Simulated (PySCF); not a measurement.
# SiCl4

The system: SiCl4, a small molecule; neutral, singlet. The structure was relaxed in the gas phase by PBE0-D3(BJ)/def2-SVP. No frequency run checks that it is a minimum.

SMILES: Cl[Si](Cl)(Cl)Cl

```tsv
atom	x (Å)	y (Å)	z (Å)
Cl1	-0.499	0.523	1.907
Si2	0.006	-0.001	0.007
Cl3	-1.344	-1.343	-0.709
Cl4	0.007	1.655	-1.174
Cl5	1.861	-0.838	0.006
```

Shieldings: GIAO PBE0/pcSseg-2. Shifts are against computed references at the same level: Si TMS (σ 341.3 ppm). Core levels by delta-SCF with SCAN, pcX-2 on the ionised atom and pcseg-1 elsewhere, spin-free X2C (2p3/2 is the spin-free 2p value less a third of a first-order spin-orbit splitting); from the vacuum level, for chosen atoms.

(1) Give the NMR and core-level values of the distinct atoms.

(2) By CAM-B3LYP/def2-SVPD (TDDFT singlets, Tamm-Dancoff triplets, ionisation by delta-SCF), where does absorption start, and what does vertical ionisation take?

## Answers

(1) 
```tsv
atoms	bonded to	σ (ppm)	δ (ppm)	core level (eV)
Cl1 Cl3 Cl4 Cl5	1 Si	754.1	-	2p3/2 207.02
Si2	4 Cl	331.6	9.7	2p3/2 110.43
```

Values are those of this one static structure; atoms that internal rotation interchanges would show their mean in an NMR spectrum.

(2) The first singlet with intensity lies at 8.35 eV (f 0.106); what lies below it is dark. The lowest singlet lies at 7.45 eV (f 0.000), the strongest of the first 6 at 8.35 eV (f 0.111), the lowest triplet at 7.00 eV; vertical ionisation takes 11.98 eV.

The 3 runs behind this took 100 s in all, one thread each of Arm Neoverse N1 on a shared host, launched as `OMP_NUM_THREADS=1 python cluster_run.py task.json out`.
